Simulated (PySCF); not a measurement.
Order these species by their calculated properties.

All species are isolated and taken at one optimised geometry, non-relativistic unless stated. Electronic properties by PySCF.

Dipoles, sizes and rotational constants follow the conformer. The torsions of the flexible species, by atom-mapped SMILES:
- `[CH2:1]=[C:2]([CH3:3])[P:4]([CH2:5][PH3+:6])[C:7]([F:8])([F:9])[F:10]`: C1–C2–P4–C5 -116°, C2–P4–C5–P6 -153°, C2–P4–C7–F8 62°
- `[O:1]=[S:2](=[O:3])([F:4])[C:5]([F:6])([F:7])[C:8]([F:9])([F:10])[F:11]`: O1–S2–C5–F6 153°, S2–C5–C8–F9 -84°
- `[O:1]=[S:2](=[O:3])([OH:4])[c:5]1[cH:6][cH:7][c:8]([SH:9])[cH:10][cH:11]1`: O1–S2–C5–C6 152°, H–O4–S2–O1 -123°, H–S9–C8–C7 -1°
- `[CH:1]#[C:2][C+:3]([CH3:4])[CH2:5][O:6][CH3:7]`: C2–C3–C5–O6 180°, C3–C5–O6–C7 -179°
- `[CH:1]#[C:2][CH2:3][NH:4][C:5](=[O:6])[C:7]#[CH:8]`: C2–C3–N4–C5 -120°, C3–N4–C5–O6 -4°
- `[CH3:1][CH2:2][CH2:3][n:4]1[cH:5][c:6]([C:7]#[N:8])[n:9][n:10]1`: C1–C2–C3–N4 68°, C2–C3–N4–C5 84°
- `[CH3:1][C@H:2]([Cl:3])[CH2:4][OH:5]`: C1–C2–C4–O5 -177°, H–O5–C4–C2 -55°
- `[CH:1]#[C:2][PH2+:3][P:4]([CH2:5][CH3:6])[CH2:7][PH2:8]`: C2–P3–P4–C5 -165°, P3–P4–C5–C6 -37°, P3–P4–C7–P8 -24°, H–P8–C7–P4 -177°, H–P8–C7–P4 -82°

Problem. Rank by smallest rotational constant, highest first (GFN2-xTB).
A. `C#C[C+](C)COC`
B. `C=C(C)P(C[PH3+])C(F)(F)F`
C. `O=S(=O)(O)c1ccc(S)cc1`
D. `C#CCNC(=O)C#C`
E. `C(F)(F)(S(=O)(=O)F)C(F)(F)F`

Solution. A (1.158 GHz), D (0.943 GHz), E (0.799 GHz), B (0.627 GHz), C (0.382 GHz).

Problem. Give the two extremes of that set in cm⁻¹.

Solution. `O=S(=O)(O)c1ccc(S)cc1`: 0.0127 cm⁻¹; `C#C[C+](C)COC`: 0.0386 cm⁻¹.

Problem. Rank by dipole moment, highest first (PBE0/pcSseg-1 at GFN2-xTB geometries).
A. `C[C@H](Cl)CO`
B. `O=S(=O)(O)C1=CC=C(S)C=C1`
C. `CCCn1cc(C#N)nn1`
D. `O=S(=O)(F)C(F)(F)C(F)(F)F`

Solution. C (7.32 D), B (4.32 D), A (1.91 D), D (1.65 D).

Problem. Rank by HOMO–LUMO gap, lowest first (PBE0/pcSseg-1 at GFN2-xTB geometries).
A. `C[C@H](Cl)CO`
B. `C(#C)[C+](C)COC`
C. `n1n(cc(C#N)n1)CCC`
D. `C=C(C)P(C[PH3+])C(F)(F)F`

Solution. B (3.32 eV), D (6.36 eV), C (7.01 eV), A (8.73 eV).

Problem. By how much do the two ends of that ranking differ?

Solution. By 5.41 eV, between `C[C@H](Cl)CO` and `C#C[C+](C)COC`.

Problem. Rank by HOMO energy, lowest first (PBE0/pcSseg-1 at GFN2-xTB geometries).
A. `O=S(=O)(O)C1=CC=C(S)C=C1`
B. `[C+](COC)(C#C)C`
C. `O=S(=O)(F)C(F)(F)C(F)(F)F`
D. `C(F)(F)(F)P(C[PH3+])C(=C)C`
E. `CCP(CP)[PH2+]C#C`
F. `C[C@H](Cl)CO`

Solution. B (-12.30 eV), E (-11.68 eV), D (-11.50 eV), C (-10.55 eV), F (-7.99 eV), A (-7.07 eV).
